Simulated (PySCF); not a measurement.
## Shapes and spin states of MnSCl₂

These are results of PBE/[Mn def2-SVP, S def2-SVP, Cl def2-SVP], no relativity, density fitting, PySCF, not measurements.

Relaxations began from a few typed shapes and spin states; open shells are unrestricted. The search is not exhaustive: other isomers or separated fragments can lie lower, and high-lying points may rest on an excited occupation.

Order these stationary points by electronic energy, lowest first, in kJ/mol from the lowest minimum.
A. broken-symmetry Ms = 1/2 (⟨S²⟩ 1.55) Cs: Mn–Cl 2.105 Å (×2), Mn–S 1.969 Å; Cl–Mn–Cl 126.8°, Cl–Mn–S 116.6° (×2)
B. quartet (⟨S²⟩ 3.96) C2v: Mn–Cl 2.128 Å (×2), Mn–S 2.008 Å; Cl–Mn–Cl 130.0°, Cl–Mn–S 115.0° (×2)
C. broken-symmetry Ms = 1/2 (⟨S²⟩ 1.83) C2v: Mn–Cl 2.115 Å (×2), Mn–S 1.993 Å; Cl–Mn–Cl 128.8°, Cl–Mn–S 115.6° (×2)

B (0.0), A (62.4), C (70.1).

Which of them are minima?

By energy in kJ/mol, 0.0: minimum; 62.4: minimum; 70.1: minimum.

Formally Mn is in oxidation state +4, d3, with 3 unpaired electrons (the high-spin count). The Mulliken spin on Mn is 3.29. The polar-tensor charge on Mn, 1.03, is far below the formal one.

For the lowest minimum: the determinant is spin-contaminated (⟨S²⟩ = 3.96, pure value 3.75). Open d and f shells are described by one determinant, and the ground state may have another occupation or spin.
